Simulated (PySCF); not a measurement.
# A survey of ¹⁵N NMR shifts

Level of theory: coordinates at the PBE0-D3(BJ)/def2-SVP level, NMR shieldings at PBE0/pcSseg-1/GIAO, in PySCF 2.14.0 with density-fitted response routines (no relativistic terms, averaged over atoms made equivalent by symmetry, fast rotation or ring inversion, a single conformation, in vacuum).

Shieldings were converted by a linear fit to measured shifts: ¹⁵N (scatter 7.2 ppm rms vs CH3NO2, solution or neat liquid). Occasional misses reach two or three times the rms, and more in compound classes unlike the fitted ones.

Task: Give the ¹⁵N shifts of `NC[C@H]1C=N1`.

Result: 
| compound | environment | δ (ppm) |
| --- | --- | --- |
| [NH2:1][CH2:2][C@H:3]1[CH:4]=[N:5]1 | N5: imine nitrogen | -60.7 |
| [NH2:1][CH2:2][C@H:3]1[CH:4]=[N:5]1 | N1: amine nitrogen | -364.9 |

Task: Order these by ¹⁵N shift, lowest first.
A. C=CC(=C)NC=O
B. C=C/N=C\C
C. N[C@@H]1[C@H]2C[C@@H]12

Result: C (-352.3 ppm, amine nitrogen), A (-252.0 ppm, amide-type nitrogen), B (-33.0 ppm, imine nitrogen).
